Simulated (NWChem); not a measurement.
System: C3H3 cation

Input file for NWChem:

```
start job
memory heap 200 mb stack 900 mb global 1100 mb
charge 1
geometry units angstroms noautoz
  C      0.000000     0.000000    -1.338576
  C      0.000000     0.000000    -0.103296
  C      0.000000     0.000000     1.244720
  H      0.000000     0.000000    -2.425890
  H      0.000000     0.946812     1.807867
  H      0.000000    -0.946812     1.807867
end
basis spherical
  * library def2-svpd
end
dft
  xc pbe0
  iterations 150
end
tddft
  nroots 8
end
task tddft energy
```

Parts of the log:

```
             Northwest Computational Chemistry Package (NWChem) 7.3.0
             --------------------------------------------------------

 C2V symmetry detected

                             Geometry "geometry" -> ""
                             -------------------------

 Output coordinates in angstroms (scale by  1.889725989 to convert to a.u.)

  No.       Tag          Charge          X              Y              Z
 ---- ---------------- ---------- -------------- -------------- --------------
    1 C                    6.0000     0.00000000     0.00000000    -1.33890610
    2 C                    6.0000     0.00000000     0.00000000    -0.10362610
    3 C                    6.0000     0.00000000     0.00000000     1.24438990
    4 H                    1.0000     0.00000000     0.00000000    -2.42622010
    5 H                    1.0000     0.00000000     0.94681200     1.80753690
    6 H                    1.0000     0.00000000    -0.94681200     1.80753690

 Effective nuclear repulsion energy (a.u.)      53.2782645817

      Symmetry information
      --------------------

 Group name             C2v
 Group number             16
 Group order               4
 No. of unique centers     5

                                 NWChem DFT Module
                                 -----------------

 Summary of "ao basis" -> "ao basis" (spherical)
 ------------------------------------------------------------------------------
       Tag                 Description            Shells   Functions and Types
 ---------------- ------------------------------  ------  ---------------------
 C                         def2-svpd                 8       20   4s2p2d
 H                         def2-svpd                 4        8   2s2p

      Symmetry analysis of basis
      --------------------------

        a1         40
        a2          8
        b1         16
        b2         20

            General Information
            -------------------
          SCF calculation type: DFT
          Wavefunction type:  closed shell.
          No. of atoms     :     6
          No. of electrons :    20
           Alpha electrons :    10
            Beta electrons :    10
          Charge           :     1
          Spin multiplicity:     1
          Use of symmetry is: off; symmetry adaption is: on
          Maximum number of iterations: 150
          AO basis - number of functions:    84
                     number of shells:    36
          Convergence on energy requested:  1.00D-06
          Convergence on density requested:  1.00D-05
          Convergence on gradient requested:  5.00D-04

              XC Information
              --------------
                         PBE0 Method XC Functional
                     Hartree-Fock (Exact) Exchange  0.250
          PerdewBurkeErnzerhof Exchange Functional  0.750
            Perdew 1991 LDA Correlation Functional  1.000 local
           PerdewBurkeErnz. Correlation Functional  1.000 non-local

             Grid Information
             ----------------
          Grid used for XC integration:  medium
          Radial quadrature: Mura-Knowles
          Angular quadrature: Lebedev.
          Tag              B.-S. Rad. Rad. Pts. Rad. Cut. Ang. Pts.
          ---              ---------- --------- --------- ---------
          C                   0.70       49          11.0       434
          H                   0.35       45          12.0       434
          Grid pruning is: on
          Number of quadrature shells:   282
          Spatial weights used:  Erf1

      Superposition of Atomic Density Guess
      -------------------------------------

 Sum of atomic energies:        -114.37300388

 Renormalizing density from      21.00 to     20

      Non-variational initial energy
      ------------------------------

 Total energy =    -111.828764
 1-e energy   =    -244.986801
 2-e energy   =      79.879773
 HOMO         =      -0.686870
 LUMO         =      -0.529146

      Symmetry analysis of molecular orbitals - initial
      -------------------------------------------------

  Numbering of irreducible representations:

     1 a1          2 a2          3 b1          4 b2

  Orbital symmetries:

[...]

                                NWChem TDDFT Module
                                -------------------

            General Information
            -------------------
           No. of orbitals :     168
            Alpha orbitals :      84
             Beta orbitals :      84
        Alpha frozen cores :       0
         Beta frozen cores :       0
     Alpha frozen virtuals :       0
      Beta frozen virtuals :       0
         Spin multiplicity :       1
    Number of AO functions :      84
        Use of symmetry is : off
      Symmetry adaption is : on
         Schwarz screening :  0.10D-07

              XC Information
              --------------
                  PBE0 Method XC Functional
              Hartree-Fock (Exact) Exchange   0.25
   PerdewBurkeErnzerhof Exchange Functional   0.75
     Perdew 1991 LDA Correlation Functional   1.00 local
    PerdewBurkeErnz. Correlation Functional   1.00 non-local

             TDDFT Information
             -----------------
          Calculation type : TDDFT
         Wavefunction type : Restricted singlets & triplets
          No. of electrons :      20
           Alpha electrons :      10
            Beta electrons :      10
              No. of roots :       8
          Max subspacesize :    5600
            Max iterations :     100
               Target root :       1
           Target symmetry : none
      Symmetry restriction : off
                 Algorithm : Optimal
        Davidson threshold :  0.10D-03

    8 smallest eigenvalue differences (eV)
--------------------------------------------------------
  No. Spin  Occ  Vir  Irrep   E(Occ)    E(Vir)   E(Diff)
--------------------------------------------------------
    1    1   10   11 a2       -0.567    -0.409     4.310
    2    1    9   11 a1       -0.619    -0.409     5.728
    3    1    8   11 a2       -0.742    -0.409     9.083
    4    1   10   12 a1       -0.567    -0.232     9.112
    5    1    7   11 b1       -0.772    -0.409     9.896
    6    1    9   12 a2       -0.619    -0.232    10.530
    7    1   10   13 a2       -0.567    -0.170    10.803
    8    1    6   11 b1       -0.818    -0.409    11.136
--------------------------------------------------------

  Entering Davidson iterations
  Restricted singlet excited states

  Iter   NTrls   NConv    DeltaV     DeltaE      Time
  ----  ------  ------  ---------  ---------  ---------
    1      8       0     0.42E+00   0.10+100        3.0
    2     24       0     0.10E+00   0.60E-01        5.1
    3     40       1     0.25E-01   0.48E-02        5.1
    4     54       3     0.79E-02   0.31E-03        4.6
    5     64       4     0.24E-02   0.24E-04        3.5
    6     72       6     0.77E-03   0.16E-05        2.9
    7     76       6     0.22E-03   0.11E-06        1.8
    8     80       8     0.96E-04   0.87E-08        1.8
  ----  ------  ------  ---------  ---------  ---------
  Convergence criterion met

  Ground state a1       -115.450775359297 a.u.

  ----------------------------------------------------------------------------
  Root   1 singlet a2             0.081151793 a.u.                2.2083 eV
  ----------------------------------------------------------------------------
     Transition Moments    X  0.00000   Y -0.00000   Z -0.00000
     Dipole Oscillator Strength                    0.0000000000
     Electric Quadrupole                           0.0000000010
     Magnetic Dipole                               0.0000007989
     Total Oscillator Strength                     0.0000007999

     Occ.   10  b2  ---  Virt.   11  b1   0.99986 X
  ----------------------------------------------------------------------------
  Root   2 singlet a1             0.196701887 a.u.                5.3525 eV
  ----------------------------------------------------------------------------
     Transition Moments    X  0.00000   Y -0.00000   Z  0.97858
     Dipole Oscillator Strength                    0.1255765180
     Electric Quadrupole                           0.0000000011
     Magnetic Dipole                               0.0000000000
     Total Oscillator Strength                     0.1255765191

     Occ.    9  b1  ---  Virt.   11  b1  -0.92993 X
     Occ.    9  b1  ---  Virt.   11  b1   0.13457 Y
     Occ.    9  b1  ---  Virt.   13  b1  -0.08037 X
     Occ.   10  b2  ---  Virt.   12  b2   0.37516 X
     Occ.   10  b2  ---  Virt.   12  b2   0.05395 Y
     Occ.   10  b2  ---  Virt.   21  b2   0.05063 X
  ----------------------------------------------------------------------------
  Root   3 singlet a2             0.256226179 a.u.                6.9723 eV
  ----------------------------------------------------------------------------
     Transition Moments    X  0.00000   Y  0.00000   Z  0.00000
     Dipole Oscillator Strength                    0.0000000000
     Electric Quadrupole                           0.0000000223
     Magnetic Dipole                               0.0000018529
     Total Oscillator Strength                     0.0000018752

     Occ.    8  b2  ---  Virt.   11  b1  -0.99207 X
     Occ.    8  b2  ---  Virt.   13  b1   0.06054 X
     Occ.   10  b2  ---  Virt.   13  b1  -0.09296 X
  ----------------------------------------------------------------------------
  Root   4 singlet b1             0.286020848 a.u.                7.7830 eV
  ----------------------------------------------------------------------------
     Transition Moments    X  0.22918   Y -0.00000   Z  0.00000
     Dipole Oscillator Strength                    0.0100155644
     Electric Quadrupole                           0.0000000168
     Magnetic Dipole                               0.0000008193
     Total Oscillator Strength                     0.0100164005

[...]
```

Level: PBE0/def2-SVPD, full TDDFT. Coordinates come from a PBE0/def2-SVP optimisation.
